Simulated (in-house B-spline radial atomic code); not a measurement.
Ionising P4+ with different functionals

Computed with a B-spline radial code for spherical atoms: scalar-relativistic (spin-free X2C) Hamiltonian, Fermi nucleus of rms radius 3.1889 fm, spin-polarised at highest spin, spherical fractional occupations for the functionals, and exact exchange of hybrids averaged over the configuration. The ionisation energy is the difference of two self-consistent energies, [Ne] 3s1 → [He] 2s2 2p6, without Breit or QED terms; ε is the level of the shell that loses the electron (its least bound occupied spin orbital).

```json
{"method": "PBE0", "rung": "global hybrid", "ΔSCF (eV)": "65.46", "-ε(3s) (eV)": "60.94"}
{"method": "B3LYP", "rung": "global hybrid", "ΔSCF (eV)": "65.93", "-ε(3s) (eV)": "60.87"}
{"method": "TPSSh", "rung": "global hybrid", "ΔSCF (eV)": "65.19", "-ε(3s) (eV)": "60.06"}
{"method": "BHandHLYP", "rung": "global hybrid", "ΔSCF (eV)": "?", "-ε(3s) (eV)": "?"}
{"method": "r2SCAN0", "rung": "global hybrid", "ΔSCF (eV)": "65.00", "-ε(3s) (eV)": "61.15"}
{"method": "B97-1", "rung": "global hybrid", "ΔSCF (eV)": "65.10", "-ε(3s) (eV)": "60.46"}
{"method": "HSE06", "rung": "range-separated hybrid", "ΔSCF (eV)": "65.49", "-ε(3s) (eV)": "60.57"}
{"method": "wB97X", "rung": "range-separated hybrid", "ΔSCF (eV)": "?", "-ε(3s) (eV)": "?"}
{"method": "CAM-B3LYP", "rung": "range-separated hybrid", "ΔSCF (eV)": "65.93", "-ε(3s) (eV)": "62.65"}
{"method": "LC-wPBE", "rung": "range-separated hybrid", "ΔSCF (eV)": "65.55", "-ε(3s) (eV)": "64.14"}
```

Problem. What does wB97X give?

Solution. ΔSCF 64.24 eV, and -ε(3s) = 63.28 eV.

Problem. What does BHandHLYP give?

Solution. ΔSCF 65.67 eV, and -ε(3s) = 62.37 eV.

Problem. Among the functionals, which spreads more, the ΔSCF values or the orbital energies?

Solution. The orbital energies: ΔSCF values span about 1.69 eV and the orbital energies 4.08 eV.

Problem. How do they compare with the NIST value?

Solution. NIST lists 65.025 eV (measured, ground level to ground level). Errors run from -0.78 to +0.90 eV; r2SCAN0 is closest (-0.02 eV), but part of that can be cancellation, since the calculations leave out Breit-QED terms.
